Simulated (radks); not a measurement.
Problem. The mean radii <r> (bohr) of the occupied orbitals of an atom or ion are listed with their occupations. All-electron calculation, scalar-relativistic Kohn-Sham, PBE, spin-polarised, spherical densities, finite nucleus; Fermi nuclear charge, rms radius of each element as measured or else 0.836 A^(1/3) + 0.57 fm. Program: a radial shooting solver on a logarithmic mesh with Libxc functionals.

orbital  occ.      <r>
1s down     1  0.06644
1s up       1  0.06644
2s up       1   0.3084
2s down     1   0.3080
2p up       3   0.2742
2p down     3   0.2738
3s up       1   0.9562
3s down     1   0.9563
3p up       3    1.030
3p down     3    1.032
3d up       4    1.519

Name the element and its charge. Open shells, if any, are filled with parallel spins first.

Solution. Z = 23, vanadium, charge +1: V+ in [Ar] 3d4. The 1s radius gives Z: for a bare nucleus <r> = (2 gamma + 1)/(2Z) with gamma = sqrt(1 - (Z/c)^2), 0.0646 bohr for Z = 23, and screening makes it slightly larger (0.06644 here). The occupations add up to 22, and the charge is Z minus that.
